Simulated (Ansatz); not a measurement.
CH5AlSeSi, relaxed with RKS PBE-D4/def2-SVP in Ansatz 0.2.0 from a rough embedded geometry. The force threshold is 0.03 eV/Å; the program also tests the step.

Charge 0, multiplicity 1. The bonds changed during the relaxation, so this is another structure than the one it started from.

Start:

```xyz
9

Al   -1.731    0.250   -0.828
Si    0.380   -0.546   -0.425
C     1.305    0.332    0.875
Se    0.612   -1.191    1.768
H    -3.058   -0.706   -0.683
H    -2.005    1.813   -1.265
H     1.116   -1.536   -1.275
H     0.926    1.294    1.112
H     2.456    0.291    0.720
```

**Question.** How much energy does the relaxation release, and in how many steps? (Best estimate.)

**Answer.** The calculation gave: 104.76 kJ/mol, in 13 steps, 2 of them rejected.

**Question.** Which bonds change most? (An estimate is asked.)

**Answer.** The calculation gave: Al1–Se4 from 3.782 to 2.550 Å; Al1–Si2 from 2.292 to 2.459 Å; Si2–Se4 from 2.297 to 2.436 Å; C3–Se4 from 1.897 to 2.010 Å.

**Question.** Give the relaxed structure. (Best estimate.)

**Answer.** The calculation gave: 
```xyz
9

Al   -1.723    0.158   -0.483
Si    0.605   -0.508   -0.912
C     1.296    0.394    0.610
Se   -0.206   -0.700    1.377
H    -2.890   -0.891   -0.775
H    -1.873    1.750   -0.428
H     1.429   -1.754   -1.159
H     1.106    1.476    0.715
H     2.256    0.074    1.053
```
